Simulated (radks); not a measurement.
Excited configurations of Sc IV: one electron is placed in a higher orbital outside [Ne] 3s2 3p5. The ground configuration is [Ar]. Method: Dirac Kohn-Sham, BLYP, spin-unpolarised, spherical densities, point nucleus; open shells are shared between the two j in proportion to 2j + 1; computed with a radial shooting solver on a logarithmic mesh with Libxc functionals. Excitation = E - E(ground); binding = E(ion) - E, where the ion is the core of charge +4; n* = 4/sqrt(2 binding) in atomic units, and the quantum defect is n - n*. Eigenvalue and <r> are those of j = l + 1/2.

outer orbital  excitation (eV)  binding (eV)     n*  quantum defect  <r> (bohr)
3d                      32.263        41.476  2.291           0.709       1.348
4p                      46.982        26.757  2.852           1.148       2.927
4d                      54.718        19.020  3.383           0.617       3.620
5p                      58.871        14.868  3.826           1.174       5.418
5d                      62.062        11.677  4.318           0.682       6.427
6p                      64.205         9.534  4.779           1.221       8.556
6d                      65.833         7.906  5.247           0.753       9.878
6f                      67.036         6.703  5.699           0.301       10.96
7s                      66.476         7.263  5.475           1.525       11.53
7p                      67.068         6.671  5.713           1.287       12.35
7d                      68.015         5.724  6.167           0.833       13.98
7f                      68.740         4.999  6.599           0.401       15.32

The Delta-SCF ionisation energy is 73.739 eV (NIST Atomic Spectra Database: 73.489 eV, measured). Self-interaction in the functional shifts the binding energies and quantum defects, so they are the method's values and not measured ones. Spin polarisation and multiplet splitting are left out, so open shells lie too high by an amount that depends on their filling.

Beside tabulated values, note that spin-unpolarised runs miss the spin-polarisation part of the exchange energy of open shells.
